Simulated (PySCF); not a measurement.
Stepwise substitution at one centre (Al CH3-I). Gas-phase values, no solvent. Strings in code marks are SMILES.

The T1 excitation (TDA) from two functionals at the same geometries (PBE0-D3(BJ)/def2-TZVP), both in PySCF: PBE-D3(BJ)/def2-TZVP and ωB97X-D3(BJ)/def2-TZVP. Excitations are Tamm–Dancoff values on a coarser integration grid. The basis has no diffuse functions, so Rydberg states are missing or too high.

```
species                                             ωB97X-D3(BJ)/def2-TZVP (eV)
--------------------------------------------------  ---------------------------
0 of 3 CH3 replaced by I (`[CH3][Al]([CH3])[CH3]`)                         5.74
1 of 3 CH3 replaced by I (`[CH3][Al]([I])[CH3]`)                           5.39
2 of 3 CH3 replaced by I (`[CH3][Al]([I])[I]`)                             5.36
3 of 3 CH3 replaced by I (`[I][Al]([I])[I]`)                               4.99
```

Problem. What does PBE-D3(BJ)/def2-TZVP give for each?

Solution. 
- 0 of 3 CH3 replaced by I (`[CH3][Al]([CH3])[CH3]`): 4.91
- 1 of 3 CH3 replaced by I (`[CH3][Al]([I])[CH3]`): 4.38
- 2 of 3 CH3 replaced by I (`[CH3][Al]([I])[I]`): 4.24
- 3 of 3 CH3 replaced by I (`[I][Al]([I])[I]`): 3.84
Over these rows, drawn at random from the members with no instability flagged (it was tested for open shells, ions and some series alone), PBE minus ωB97X-D3(BJ): mean -1.03 eV, from -1.15 eV to -0.84 eV.
